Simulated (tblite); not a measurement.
C6H12N3Si (charge +1).
Cartesian coordinates in Å at the GFN2-xTB level; atoms count from 1:
```
atom  x, y, z in Å
C1     1.904    1.407    1.220
N2     1.037    0.498    0.535
N3    -0.256    0.643    0.614
N4    -0.782   -0.304   -0.106
C5    -2.184   -0.446   -0.245
C6    -3.056   -0.094    0.932
C7    -3.028    0.802   -0.258
C8     0.181   -1.072   -0.657
C9     1.389   -0.551   -0.241
Si10   3.185   -1.105   -0.600
H11    2.612    0.859    1.841
H12    1.292    2.057    1.844
H13    2.460    2.012    0.503
H14   -2.444   -1.282   -0.880
H15   -2.557    0.238    1.829
H16   -3.925   -0.709    1.106
H17   -3.876    0.822   -0.923
H18   -2.508    1.743   -0.170
H19   -0.030   -1.910   -1.287
H20    3.051   -2.185   -1.565
H21    3.831    0.101   -1.109
H22    3.690   -1.506    0.711
```

Method: GFN2-xTB as coded in tblite; computed harmonic values from a numerical Hessian at the method's own geometry, unscaled. The method is semi-empirical: single wavenumbers can be off by several per cent or more. Modes of hydrogen on silicon can be 10 to 20 % off. One conformer, not necessarily the lowest.

Harmonic wavenumbers (cm⁻¹): 42.2, 81.9, 105.4, 118.7, 126.6, 173.8, 178.7, 259.7, 298.2, 410.9, 415.7, 472.8, 536.9, 544.4, 636.8, 662.7, 672.3, 737.0, 746.9, 752.3, 778.0, 796.4, 810.0, 857.8, 953.0, 963.8, 1023.7, 1049.6, 1056.9, 1079.4, 1083.7, 1086.8, 1090.0, 1107.2, 1127.7, 1141.9, 1230.6, 1309.9, 1339.3, 1391.0, 1391.4, 1406.2, 1416.0, 1419.4, 1426.3, 1433.9, 1461.3, 1497.6, 2304.8, 2310.9, 2370.3, 3010.5, 3026.6, 3054.4, 3083.7, 3105.5, 3107.1, 3119.8, 3135.3, 3204.3.

A = 2830, B = 640.3, C = 549.8 MHz; mass 154.080 u (most abundant isotopes); point group C1, symmetry number 1.

Task: Zero-point energy?

Result: ½Σν̃ = 37768 cm⁻¹ = 107.98 kcal/mol.

Task: Give the ideal-gas entropy at 350 K and 1 bar in the rigid-rotor, harmonic-oscillator model (classical rotation).

Result: Translation 41.83, rotation 30.63, vibration 40.06: S = 112.5 cal/(mol K).

Task: And Cp and H(350 K) − H(0)?

Result: Cp = 50.61 cal/(mol K), of which vibrations give 42.66 (their classical limit is 60 R = 119.2); H(350 K) − H(0) = 10.15 kcal/mol without the zero-point energy, 7.37 from vibrations.

Task: What must be added to the electronic energy to get the Gibbs energy at 350 K and 1 bar?

Result: ZPE + [H(350 K) − H(0)] − T·S = 107.98 + 10.15 − 39.38 = 78.75 kcal/mol.

Task: Which modes carry the vibrational entropy at 350 K?

Result: 42.2 cm⁻¹: 5.47; 81.9 cm⁻¹: 4.16; 105.4 cm⁻¹: 3.66; 118.7 cm⁻¹: 3.43; 126.6 cm⁻¹: 3.31; 173.8 cm⁻¹: 2.70 cal/(mol K); the other 54 give 17.33 together.

Task: How do the functions run with temperature in this model?

Result: 
```json
{"T (K)": "100", "S (cal/(mol K))": "72.5", "Cp (cal/(mol K))": "20.6", "H − H(0) (kcal/mol)": "1.40", "G − H(0) (kcal/mol)": "-5.85", "ln q(vib)": "1.99"}
{"T (K)": "200", "S (cal/(mol K))": "90.1", "Cp (cal/(mol K))": "31.6", "H − H(0) (kcal/mol)": "3.99", "G − H(0) (kcal/mol)": "-14.02", "ln q(vib)": "5.04"}
{"T (K)": "300", "S (cal/(mol K))": "105.2", "Cp (cal/(mol K))": "44.3", "H − H(0) (kcal/mol)": "7.78", "G − H(0) (kcal/mol)": "-23.79", "ln q(vib)": "8.06"}
{"T (K)": "500", "S (cal/(mol K))": "133.5", "Cp (cal/(mol K))": "67.0", "H − H(0) (kcal/mol)": "19.03", "G − H(0) (kcal/mol)": "-47.70", "ln q(vib)": "14.12"}
{"T (K)": "800", "S (cal/(mol K))": "170.0", "Cp (cal/(mol K))": "88.2", "H − H(0) (kcal/mol)": "42.61", "G − H(0) (kcal/mol)": "-93.41", "ln q(vib)": "22.98"}
{"T (K)": "1000", "S (cal/(mol K))": "190.7", "Cp (cal/(mol K))": "97.0", "H − H(0) (kcal/mol)": "61.18", "G − H(0) (kcal/mol)": "-129.53", "ln q(vib)": "28.52"}
```

q(vib) and H(0) count from the zero-point level.

Task: Blend soft modes into free rotors: weight 1/[1 + (100 cm⁻¹/ν̃)⁴] for the oscillator and the rest for a rotor with moment μB/(μ + B), μ = h/(8π²ν), B = 10⁻⁴⁴ kg m². What vibrational entropy results?

Result: 37.17 cal/(mol K) in place of 40.06, which changes −T·S at 350 K by +1.01 kcal/mol.

Hindered rotation and anharmonicity are outside this model. Other conformers, if any are populated, would add a mixing term that is left out.
